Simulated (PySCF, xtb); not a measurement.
CH7FOSi2, SMILES O(C)[Si@H]([SiH3])F. One conformer was computed; it need not be the lowest.

Harmonic wavenumbers (cm⁻¹) from GFN2-xTB (xtb) at its own minimum, in rising order: 23, 84, 93, 107, 142, 233, 303, 458, 474, 493, 683, 715, 755, 791, 798, 807, 814, 1127, 1131, 1152, 1414, 1481, 1485, 2221, 2234, 2238, 2239, 2961, 2975, 2995.

### Question
What does PySCF with B3LYP-D3(BJ)/def2-SVP give at its own minimum? (The exact figures need the calculation; the answer reports its results.)

### Answer
69, 87, 93, 109, 153, 248, 326, 428, 519, 544, 761, 810, 838, 894, 912, 942, 944, 1144, 1174, 1209, 1471, 1476, 1478, 2205, 2217, 2222, 2229, 2997, 3074, 3114. Paired by order, the mean absolute difference is 49 cm⁻¹ and the zero-point energies are 47.8 and 49.6 kcal/mol.
